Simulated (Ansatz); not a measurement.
Stepwise reaction of `[Cl][Ga]([Cl])[Br]` with hydrogen fluoride, as a gas-phase model of exchange steps in deposition or etching. ΔE in kJ/mol; ΔG adds harmonic PBE0-D4 terms to CCSD(T)/CBS, at 1 bar.

Computed with Ansatz on PBE0-D4/def2-TZVP structures; ΔE is electronic, products minus reactants. CCSD(T)/CBS is the MP2 limit (def2-TZVPP, def2-QZVPP) plus CCSD(T) − MP2 in def2-TZVPP, frozen cores. This one scheme is used for every species. Functionals use def2-TZVPP. B3LYP here is the variant with VWN-RPA as its local correlation; programs differ in this. For Br, Ga outer-core shells are correlated without core-valence functions, which leaves a few kJ/mol of doubt a bond. Scalar relativity is left out up to krypton.

```tsv
step	reaction	PBE-D4	B3LYP-D4	ωB97M-V	CCSD(T)/CBS	ΔG(400 K)
1	`[Cl][Ga]([Cl])[Br]` + H–F → `[F][Ga]([Cl])[Br]` + HCl	33.9	32.8	33.1	38.7	30.0
2	`[F][Ga]([Cl])[Br]` + H–F → `[F][Ga]([F])[Br]` + HCl	36.0	34.6	35.1	40.2	36.1
```

(1) By hand: ΔE of the 2 steps together at CCSD(T)/CBS.

Answers

(1) (38.7) + (40.2) = 78.9 kJ/mol, or 39.5 kJ/mol a step.

In ΔE the steps differ by no more than 1.5 kJ/mol. All are uphill at CCSD(T)/CBS. ΔG lies between 30.0 and 36.1 kJ/mol a step. PBE-D4 differs from CCSD(T)/CBS by -4.8 to -4.2 kJ/mol a step. Isolated molecules leave out the surface, adducts and barriers. Largest T1 diagnostic: 0.012.
